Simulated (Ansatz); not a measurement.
Consider the ligand exchange at the Si–C bond: `C=C[SiH](O)[GeH2][OH]` + CH₃OH → `CO[SiH](O)[GeH2][OH]` + ethylene.

Computed with Ansatz on PBE0-D4/def2-TZVP structures; ΔE is electronic, products minus reactants. CBS: MP2 limit from def2 TZ/QZ plus the TZ coupled-cluster correction, frozen cores. This one scheme is used for every species. DFT in def2-TZVPP. For Ge outer-core shells are correlated without core-valence functions, which leaves a few kJ/mol of doubt a bond. Scalar relativity is left out up to krypton. One conformer a species, not always the lowest.

| level | ΔE (kJ/mol) |
| --- | --- |
| PBE-D4 | -95.5 |
| MP2/CBS(def2) | -105.4 |

(1) What does CCSD(T)/CBS give? (Best estimate.)

Largest T1 diagnostic among the species: 0.012.

Results:

(1) Ansatz gave: -105.4 kJ/mol. The listed levels differ from it by 9.9, 0.0 kJ/mol.

In def2-TZVPP, CCSD(T) changes the Hartree–Fock value by +15.6 kJ/mol (the triples alone add +2.3 kJ/mol) and MP2 by +15.7 kJ/mol. The D4 term adds +3.3 kJ/mol with B3LYP and +1.9 kJ/mol with PBE0; it sums over pairs of atoms, weighted by their polarisabilities, and B3LYP, whose exchange is more repulsive, gets the larger term.

B3LYP here is the variant with VWN-RPA as its local correlation; programs differ in this.
